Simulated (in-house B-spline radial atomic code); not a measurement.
Inner-shell binding energies (edges) and X-ray emission energies of free atoms and ions, as differences of relaxed hole-state energies with first-order Breit, QED and recoil terms, without correlation or multiplet splittings, in NIST's listed ground configurations. For neutral atoms such line energies lie within some 1 to 5 eV of tabulated X-ray lines (up to 20 eV for the heaviest). Removing outer electrons raises all edges nearly alike, so lines move far less than edges. K = 1s, L1 = 2s, L3 = 2p3/2. A dash marks a subshell that is part filled or wasn't run, or a line left out. Computed with an all-electron radial atomic-structure program (B-spline basis): Dirac-Hartree-Fock, average of the configuration, finite nuclei.

```tsv
ion	configuration	K edge (eV)	L1 edge (eV)	L3 edge (eV)
Mo+	[Kr] 4d5	20014.7	2887.53	2536.86
Mo2+	[Kr] 4d4	20028.2	2901.2	2550.52
Mo3+	[Kr] 4d3	20043.6	2916.91	2566.21
Mo4+	[Kr] 4d2	20060.9	2934.41	2583.69
Mo5+	[Kr] 4d1	20079.8	2953.53	2602.8
Mo6+	[Ar] 3d10 4s2 4p6	20100.1	2974.19	2623.44
Mo7+	[Ar] 3d10 4s2 4p5	20125.7	2998.89	-
```
